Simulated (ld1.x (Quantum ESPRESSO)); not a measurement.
What one change does to a pseudopotential (molybdenum, TM)

- Element: Mo (Z = 42)
- Generator: ld1.x (Quantum ESPRESSO) 7.5
- Type: norm-conserving Troullier–Martins (Kleinman–Bylander form)
- Functional: PBEsol
- Relativity: scalar-relativistic
- Frozen core: [Kr]
- Valence charge: 6
- Reference configuration: 4d4 5s2 5p0
- Partial waves: 5s (bound): rc 2.80 bohr; 4d (bound): rc 2.45 bohr; 5p (bound, empty): rc 3.25 bohr
- Local potential: the p channel
- Core correction: Bessel-smoothed model core inside 2.00 bohr

All-electron outer shells of the reference configuration (PBEsol, scalar-relativistic, ld1.x):

| shell | level (eV) | outermost node (bohr) | outermost maximum (bohr) |
| --- | --- | --- | --- |
| 4s | -67.04 | 0.51 | 0.99 |
| 4p | -41.05 | 0.52 | 1.06 |
| 4d | -5.66 | 0.53 | 1.37 |
| 5s | -4.91 | 1.33 | 2.86 |
| 5p | -1.41 | 1.52 | 3.76 |

Change: local potential all-electron potential smoothed inside 2.75 bohr (lloc = -1).

Cutoffs: the cutoffs (Ry, on a coarse ladder) from which the occupation-weighted sum of valence levels, in a spherical-Bessel basis at the reference potential, stays within 10 and 1 mRy of its value at 400 Ry; they do not see the model core or the augmentation charge, which bear on the density cutoff. Errors are all-electron minus pseudo energies relative to the spin-unpolarised reference configuration.

Problem. How do hardness, ghosts and transferability respond?

Solution. The potential gets neither clearly harder nor softer (35 Ry and 40 Ry → 35 Ry and 40 Ry); of the 7 tests that both files solve, the error grows in 0 and shrinks in 7 by more than 15 % and 0.3 meV (median size 176.5 → 146.6 meV); neither file shows a bound ghost.

```csv
quantity,base,changed
"cutoff, loose",35 Ry,35 Ry
"cutoff, tight",40 Ry,40 Ry
bound ghosts,none,none
"error for 4d5 5s1 5p0, meV [ΔE -0.18 eV]",-116,-75
"error for 4d5 5s0 5p0, meV [ΔE 6.73 eV]",-176,-147
"error for 4d4 5s0 5p0, meV [ΔE 22.18 eV]",-61,-44
"error for 4d5 5s0 5p1, meV [ΔE 3.01 eV]",-121,-90
"error for 4d2 5s0 5p0, meV [ΔE 88.38 eV]",-1084,-741
"error for 4d3 5s0 5p0, meV [ΔE 48.91 eV]",-336,-174
"error for 4d5.5 5s0.5 5p0, meV [ΔE 0.11 eV]",-241,-153
s: phases at 3.56 bohr within 0.05 rad from the reference energy up to (Ry; the scan ends near 5),0.9,0.4
p: phases at 3.56 bohr within 0.05 rad from the reference energy up to (Ry; the scan ends near 5),1.8,1.0
d: phases at 3.56 bohr within 0.05 rad from the reference energy up to (Ry; the scan ends near 5),0.3,0.7
```
